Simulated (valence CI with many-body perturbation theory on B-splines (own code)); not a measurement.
**Cd XLIII: electric-dipole lines**

Calculated by configuration interaction combined with many-body perturbation theory (CI+MBPT): four valence electrons over a frozen Dirac-Fock core [He], radial functions for each j: 11 s, 11 p, 9 d, 7 f, 5 g, 2 h, 1 i, with the one-electron correlation potential Σ1 (screened to all orders), the two-electron term Σ2, the three-electron term Σ3, Breit, model QED; selected single and double excitations, second order for the rest (own B-spline code, finite nucleus).

No measured spectrum was set against this ion. As an estimate, large intervals hold to a few tenths of a per cent, small ones and those within an open d or f shell to about a per cent. Among the levels kept, up to 260 cm⁻¹ of a level comes from second order outside the variational space, and about a tenth of that is noise between levels of different J, which matters for small intervals.

Lines 201 to 250 of 258 in falling wavelength, among levels below 4424.6 eV, chosen from the strongest by gf and those to the six lowest levels. Wavelengths and rates use the calculated energies. Electric multipoles are in the length gauge, E1 and E2 with the static RPA response of the core. Weak lines are less certain than strong ones. Lines between different terms over intervals too small for the method are left out, as are lines whose strength nearly cancels. The highest levels of a list are the least certain.

Levels are named by their leading jj configuration (3d3/2^4 stands for four electrons in 3d with j = 3/2), which in mixed levels can hold well under half, so a name can repeat and another be missing. Letters in brackets count levels of one name in rising energy.

```csv
λ vac (nm),Upper,Lower,A (s⁻¹),S (a.u.)
0.3088,(2s 2p1/2 2p3/2 3p1/2) J=1 [a],(2s^2 2p1/2 2p3/2) J=2,4.39e+12,1.91e-04
0.3087,(2s 2p3/2^2 3s) J=2,(2s 2p1/2^2 2p3/2) J=1,2.87e+13,2.08e-03
0.3084,(2s 2p1/2 2p3/2 3d3/2) J=2 [d],(2s 2p1/2^2 2p3/2) J=1,3.02e+14,2.19e-02
0.3082,(2s 2p1/2 2p3/2 3p1/2) J=2 [a],(2s^2 2p1/2 2p3/2) J=2,7.77e+12,5.61e-04
0.3081,(2s 2p1/2 2p3/2 3d3/2) J=2 [b],(2s 2p1/2^2 2p3/2) J=2,2.79e+14,2.02e-02
0.3080,(2s 2p1/2 2p3/2 3d5/2) J=1 [a],(2s 2p1/2^2 2p3/2) J=2,1.47e+13,6.36e-04
0.3080,(2s 2p1/2 2p3/2 3d3/2) J=3 [b],(2s 2p1/2^2 2p3/2) J=2,1.26e+14,1.27e-02
0.3079,(2s 2p1/2 2p3/2 3d3/2) J=1 [b],(2s 2p1/2^2 2p3/2) J=2,3.28e+14,1.42e-02
0.3077,(2s 2p1/2 2p3/2 3p1/2) J=1 [a],(2s^2 2p1/2 2p3/2) J=1,2.53e+13,1.09e-03
0.3075,(2s^2 2p3/2 3d3/2) J=2,(2s^2 2p1/2 2p3/2) J=2,1.10e+14,7.91e-03
0.3073,(2s^2 2p3/2 3d3/2) J=3,(2s^2 2p1/2 2p3/2) J=2,2.74e+14,2.75e-02
0.3072,(2s^2 2p1/2 3d3/2) J=1,(2s^2 2p1/2^2) J=0,3.48e+14,1.49e-02
0.3071,(2s 2p1/2 2p3/2 3p1/2) J=2 [a],(2s^2 2p1/2 2p3/2) J=1,8.37e+13,5.99e-03
0.3069,(2s^2 2p3/2 3d3/2) J=1,(2s^2 2p1/2 2p3/2) J=2,4.90e+13,2.10e-03
0.3068,(2s 2p1/2 2p3/2 3d5/2) J=3 [b],(2s 2p1/2^2 2p3/2) J=2,7.67e+12,7.65e-04
0.3064,(2s^2 2p3/2 3d3/2) J=2,(2s^2 2p1/2 2p3/2) J=1,6.93e+13,4.92e-03
0.3060,(2s^2 2p3/2 3d5/2) J=2,(2s^2 2p1/2 2p3/2) J=2,1.49e+13,1.06e-03
0.3060,(2s 2p1/2 2p3/2 3d5/2) J=1 [b],(2s 2p1/2^2 2p3/2) J=2,8.66e+11,3.67e-05
0.3058,(2s^2 2p3/2 3d3/2) J=1,(2s^2 2p1/2 2p3/2) J=1,1.83e+14,7.75e-03
0.3057,(2s^2 2p3/2 3d3/2) J=0,(2s^2 2p1/2 2p3/2) J=1,2.40e+14,3.39e-03
0.3057,(2s 2p3/2^2 3s) J=3,(2s 2p1/2^2 2p3/2) J=2,7.76e+11,7.65e-05
0.3055,(2s 2p1/2 2p3/2 3d3/2) J=3 [c],(2s 2p1/2^2 2p3/2) J=2,1.58e+12,1.56e-04
0.3051,(2s^2 2p3/2 3d5/2) J=3,(2s^2 2p1/2 2p3/2) J=2,1.96e+13,1.92e-03
0.3050,(2s 2p1/2 2p3/2 3p1/2) J=2 [b],(2s^2 2p1/2 2p3/2) J=2,2.36e+13,1.65e-03
0.3050,(2s^2 2p3/2 3d5/2) J=2,(2s^2 2p1/2 2p3/2) J=1,5.19e+12,3.63e-04
0.3043,(2s 2p1/2 2p3/2 3d3/2) J=2 [d],(2s 2p1/2^2 2p3/2) J=2,1.70e+12,1.18e-04
0.3041,(2s 2p1/2 2p3/2 3p3/2) J=3 [a],(2s^2 2p1/2 2p3/2) J=2,4.90e+12,4.76e-04
0.3040,(2s 2p1/2 2p3/2 3p1/2) J=2 [b],(2s^2 2p1/2 2p3/2) J=1,8.14e+12,5.64e-04
0.3037,(2s^2 2p3/2 3d5/2) J=1,(2s^2 2p1/2 2p3/2) J=1,3.39e+12,1.41e-04
0.3037,(2s 2p1/2 2p3/2 3p3/2) J=1 [a],(2s^2 2p1/2 2p3/2) J=2,1.79e+12,7.41e-05
0.3032,(2s 2p1/2 2p3/2 3p1/2) J=2 [c],(2s^2 2p1/2 2p3/2) J=2,1.82e+13,1.26e-03
0.3031,(2s 2p1/2 2p3/2 3p1/2) J=1 [b],(2s^2 2p1/2 2p3/2) J=2,6.78e+12,2.80e-04
0.3030,(2s 2p1/2 2p3/2 3p3/2) J=2 [a],(2s^2 2p1/2 2p3/2) J=2,8.80e+12,6.04e-04
0.3026,(2s 2p1/2 2p3/2 3p3/2) J=1 [a],(2s^2 2p1/2 2p3/2) J=1,4.80e+13,1.97e-03
0.3022,(2s 2p1/2 2p3/2 3p1/2) J=0,(2s^2 2p1/2 2p3/2) J=1,4.31e+12,5.87e-05
0.3021,(2s 2p1/2 2p3/2 3p1/2) J=1 [b],(2s^2 2p1/2 2p3/2) J=1,3.19e+13,1.30e-03
0.3019,(2s 2p1/2 2p3/2 3p3/2) J=2 [a],(2s^2 2p1/2 2p3/2) J=1,6.10e+13,4.15e-03
0.3016,(2s 2p1/2 2p3/2 3p3/2) J=2 [b],(2s^2 2p1/2 2p3/2) J=2,5.30e+13,3.59e-03
0.3013,(2s 2p1/2 2p3/2 3p1/2) J=1 [c],(2s^2 2p1/2 2p3/2) J=2,2.09e+13,8.47e-04
0.3012,(2s 2p1/2 2p3/2 3p3/2) J=0 [a],(2s^2 2p1/2 2p3/2) J=1,1.28e+14,1.72e-03
0.3010,(2s 2p1/2 2p3/2 3p3/2) J=1 [b],(2s^2 2p1/2 2p3/2) J=2,1.10e+14,4.44e-03
0.3009,(2s 2p1/2 2p3/2 3p3/2) J=3 [b],(2s^2 2p1/2 2p3/2) J=2,5.76e+13,5.42e-03
0.3006,(2s 2p1/2^2 3p3/2) J=1,(2s^2 2p1/2^2) J=0,9.65e+13,3.88e-03
0.3005,(2s 2p1/2 2p3/2 3p3/2) J=2 [b],(2s^2 2p1/2 2p3/2) J=1,3.72e+12,2.49e-04
0.3002,(2s 2p1/2 2p3/2 3p1/2) J=1 [c],(2s^2 2p1/2 2p3/2) J=1,6.78e+12,2.72e-04
0.3000,(2s 2p1/2 2p3/2 3p3/2) J=1 [b],(2s^2 2p1/2 2p3/2) J=1,3.46e+12,1.38e-04
0.2987,(2s 2p1/2 2p3/2 3p3/2) J=2 [c],(2s^2 2p1/2 2p3/2) J=2,8.62e+12,5.66e-04
0.2985,(2s 2p1/2 2p3/2 3p3/2) J=3 [c],(2s^2 2p1/2 2p3/2) J=2,3.44e+13,3.16e-03
0.2979,(2s 2p1/2 2p3/2 3p3/2) J=1 [c],(2s^2 2p1/2 2p3/2) J=2,2.14e+12,8.39e-05
0.2978,(2s 2p1/2 2p3/2 3p3/2) J=2 [d],(2s^2 2p1/2 2p3/2) J=2,2.67e+13,1.74e-03
```
